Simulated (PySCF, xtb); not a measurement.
C₂H₃F₃Sn, SMILES C=[CH][Sn]([F])([F])[F].

GFN2-xTB in xtb at its own geometry gives an orbital gap of 2.97 eV and a dipole moment of 8.25 D.

Geometry optimised at r2SCAN-D4/def2-SVP. The structure was generated by enumeration; whether it is a known compound was not checked. The def2 effective core potentials stand for the cores of Sn; spin–orbit coupling is left out. One conformer was computed; it need not be the lowest.

What does B3LYP/def2-TZVP (PySCF) give? (The exact figures need the calculation; the answer reports its results.)

gap 6.73 eV (levels -9.22 and -2.49 eV), dipole 5.06 D.
